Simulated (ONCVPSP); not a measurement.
# Plane-wave convergence, ONCV potential for strontium (Sr)

```json
{
 "Element": "strontium",
 "Generator": "ONCVPSP 4.0.1",
 "Type": "optimised norm-conserving Vanderbilt (ONCV)",
 "Functional": "PBE",
 "Relativity": "fully relativistic",
 "Frozen core": "[Kr]",
 "Valence charge": "2",
 "Reference configuration": "5s2",
 "Partial waves": "5s: rc 3.70 bohr, ncon 3, nbas 6, qcut 1.8 1/bohr, 3 projectors, debl 2.5 Ha; p scattering state at 0.15 Ha: rc 3.70 bohr, ncon 5, nbas 8, qcut 1.8 1/bohr, 2 projectors, debl 3.8 Ha; d scattering state at 0.46 Ha: rc 3.00 bohr, ncon 4, nbas 7, qcut 3.2 1/bohr, 2 projectors, debl 1.9 Ha",
 "Local potential": "polynomial inside 2.50 bohr (lpopt 5, dvloc0 6 Ha)",
 "Core correction": "Teter function, parameters optimised by the program"
}
```

Open shells are filled in proportion to 2j + 1.

In the p channel the program set the typed energies aside and used 0.050, 3.850 Ha (j = l + 1/2; the other j can differ). In the d channel the program set the typed energies aside and used -0.046, 1.854 Ha (j = l + 1/2; the other j can differ).

**Question.** For each optimised wave give the share of its norm inside rc, the residual kinetic energy above qcut (Ha) and the cutoffs (Ha) for errors of 10, 1, 0.1 and 0.01 mHa per electron.

**Answer.**

```
               wave  norm inside rc  residual KE  10 mHa  1 mHa  0.1 mHa  0.01 mHa
                 5s           0.379      2.7e-04     0.6    1.4      2.8       7.3
      s projector 2           0.249      3.2e-01     8.4   13.2     27.1      61.2
      s projector 3           0.182      1.2e+00    10.3   12.2     16.4      30.2
p projector 1 j=3/2           0.387      2.0e-03     0.7    5.2     12.9      14.8
p projector 2 j=3/2           0.193      1.2e+00     8.1   13.2     16.6      22.0
p projector 1 j=1/2           0.399      1.3e-03     0.7    2.3     12.4      14.4
p projector 2 j=1/2           0.196      1.2e+00     8.3   13.7     16.5      20.8
d projector 1 j=5/2           0.474      3.3e-03     4.3    9.0     18.1      21.0
d projector 2 j=5/2           0.215      7.3e-02     7.8   21.9     25.9      31.9
d projector 1 j=3/2           0.485      3.5e-03     4.3    9.2     18.2      21.1
d projector 2 j=3/2           0.216      7.5e-02     7.8   22.0     26.0      32.1
```

The occupied waves need 1.4 Ha and 2.8 Ha for 1 and 0.1 mHa. The cutoffs count occupied waves only; projector 2 of the d channel, the hardest unoccupied one, needs 22 Ha at the loose tolerance.
